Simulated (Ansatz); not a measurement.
`[CH3][In]([OH])[OH]` and `[CH3][In]([CH3])[OH]` differ in one atom or group.

Ansatz, PBE0-D4/def2-TZVP geometries, multiplicity 1. Each molecule was computed in one conformer, which needn't be the lowest.

Elements past krypton have def2 core potentials.

```json
{"property": "HOMO energy (ωB97M-V/def2-TZVPP) / eV", "`[CH3][In]([OH])[OH]`": "-10.51"}
{"property": "HOMO–LUMO gap (PBE0/def2-TZVPP) / eV", "`[CH3][In]([OH])[OH]`": "7.09"}
{"property": "HOMO energy (PBE/def2-TZVPP) / eV", "`[CH3][In]([OH])[OH]`": "-6.40"}
{"property": "LUMO energy (ωB97M-V/def2-TZVPP) / eV", "`[CH3][In]([OH])[OH]`": "0.74"}
{"property": "size of the dipole moment (ωB97M-V/def2-TZVPP) / D", "`[CH3][In]([OH])[OH]`": "3.04"}
{"property": "HOMO energy (PBE0/def2-TZVPP) / eV", "`[CH3][In]([OH])[OH]`": "-8.04"}
```

Q: What does the change do to each property? (Best estimate.)

A: Computed: 
```
                                          property  `[CH3][In]([CH3])[OH]`  shift
             HOMO energy (ωB97M-V/def2-TZVPP) / eV                   -9.62   0.89
              HOMO–LUMO gap (PBE0/def2-TZVPP) / eV                    6.75  -0.34
                 HOMO energy (PBE/def2-TZVPP) / eV                   -6.19   0.21
             LUMO energy (ωB97M-V/def2-TZVPP) / eV                    0.64  -0.10
size of the dipole moment (ωB97M-V/def2-TZVPP) / D                    2.41  -0.63
                HOMO energy (PBE0/def2-TZVPP) / eV                   -7.44   0.60
```

With PBE0 the HOMO rises by 0.60 eV and the LUMO rises by 0.26 eV, so the gap narrows by about 0.34 eV. PBE moves the HOMO by 0.21 eV and ωB97M-V by 0.89 eV. Dipoles are sizes alone; their direction can turn.
